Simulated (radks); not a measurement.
Results of a calculation; reference values are marked as such.
Q: Rb20+, configuration [Ne] 3s2 3p5. Level of theory: Dirac Kohn-Sham, BLYP, spin-unpolarised, spherical densities, finite nucleus; open shells fill j = l - 1/2 first; Fermi nuclear charge, rms radius 4.2036 fm (a radial shooting solver on a logarithmic mesh with Libxc functionals). Some entries of the table are withheld. Estimate them.

| orbital | occ. | eigenvalue (hartree) | <r> (bohr) |
|---|---|---|---|
| 1s1/2 | 2 | -582.0994 | (1) |
| 2s1/2 | 2 | (2) | 0.1761 |
| 2p1/2 | 2 | -96.47268 | 0.1509 |
| 2p3/2 | 4 | -94.20918 | 0.1549 |
| 3s1/2 | 2 | -35.28704 | 0.4511 |
| 3p1/2 | 2 | -32.97489 | 0.4378 |
| 3p3/2 | 3 | -32.49392 | 0.4444 |

A: 
(1) 1s1/2 <r> (bohr): 0.04030
(2) 2s1/2 eigenvalue (hartree): -103.1403
